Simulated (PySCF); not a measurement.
In(F)(Me)(NH2) (CH₅FInN), SMILES [In]([F])([NH2])[CH3].

Coordinates come from a PBE-D3(BJ)/def2-SVP optimisation. The structure was generated by enumeration; whether it is a known compound was not checked. The def2 effective core potentials stand for the cores of In; spin–orbit coupling is left out. Other conformers were not sampled.

The numbers are results of PBE-D3(BJ)/def2-SVP (PySCF 2.14.0), not measurements.

Frequencies are harmonic and unscaled.

Computed harmonic wavenumbers and intensities:
| mode | ν (cm⁻¹) | IR (km/mol) | moving atoms (share of kinetic energy) |
|---|---|---|---|
| 1 | 34 | 0.3 | H 97 % |
| 2 | 103 | 1.2 | C 34 %, H 25 %, N 22 %, In 14 % |
| 3 | 126 | 5.8 | In 28 %, N 21 %, C 19 %, H 18 %, F 14 % |
| 4 | 137 | 13.9 | F 53 %, N 22 %, H 11 %, In 11 % |
| 5 | 265 | 26.3 | H 92 % |
| 6 | 420 | 120.2 | H 54 %, N 38 % |
| 7 | 492 | 30.6 | C 64 %, H 26 % |
| 8 | 565 | 57.4 | F 84 %, In 15 % |
| 9 | 591 | 27.5 | N 54 %, H 31 %, In 13 % |
| 10 | 699 | 30.0 | H 85 %, C 14 % |
| 11 | 711 | 23.4 | H 86 %, C 13 % |
| 12 | 771 | 40.1 | H 88 %, N 8 % |
| 13 | 1132 | 0.7 | H 83 %, C 17 % |
| 14 | 1380 | 2.6 | H 95 % |
| 15 | 1381 | 1.7 | H 95 % |
| 16 | 1470 | 7.5 | H 91 %, N 9 % |
| 17 | 2997 | 2.2 | H 98 % |
| 18 | 3115 | 0.3 | H 90 %, C 10 % |
| 19 | 3123 | 1.3 | H 90 %, C 10 % |
| 20 | 3434 | 10.0 | H 96 % |
| 21 | 3541 | 11.2 | H 91 %, N 9 % |
